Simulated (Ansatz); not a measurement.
`O[Si](O)(O)O` → H• + `[O][Si](O)(O)O`•  (homolysis of the H–O bond)

Program: Ansatz. Geometries: PBE0-D4/def2-TZVP. ΔE: electronic, gas phase. CCSD(T)/CBS is the MP2 limit (def2-TZVPP, def2-QZVPP) plus CCSD(T) − MP2 in def2-TZVPP, frozen cores. This one scheme is used for every species, atoms too. Functionals use def2-TZVPP. Open shells (•) are unrestricted, without spin–orbit coupling. One conformer a species, not always the lowest.

CCSD(T)/CBS gives +130.5 kcal/mol.

**Question.** Another level gave +131.9 kcal/mol. Which?
A. CCSD/def2-TZVPP
B. MP2/def2-TZVPP
C. r2SCAN0-D4/def2-TZVPP
D. BHLYP/def2-TZVPP

**Answer.** B. MP2/def2-TZVPP 131.9, r2SCAN0-D4 122.8, CCSD/def2-TZVPP 125.9, BHLYP 121.4 kcal/mol.

Largest T1 diagnostic among the species: 0.015.

At CCSD(T), def2-SVP lies −8.4 kcal/mol from the extrapolated value and def2-TZVPP −3.3 kcal/mol: correlation converges slowly with the basis, and small sets miss more of it in the bonded molecule than in its fragments. Leaving LDA and LC-ωPBE aside and taking each functional with its dispersion term where it has one, the values, not all of them listed here, spread over 7.1 kcal/mol, from revPBE-D4 to ωB97M-V. LDA lies +16.5 kcal/mol from PBE without D4, its usual overbinding. In def2-TZVPP, CCSD(T) changes the Hartree–Fock value by +34.4 kcal/mol (the triples alone add +1.4 kcal/mol) and MP2 by +39.1 kcal/mol; breaking electron pairs costs correlation energy, which Hartree–Fock lacks.
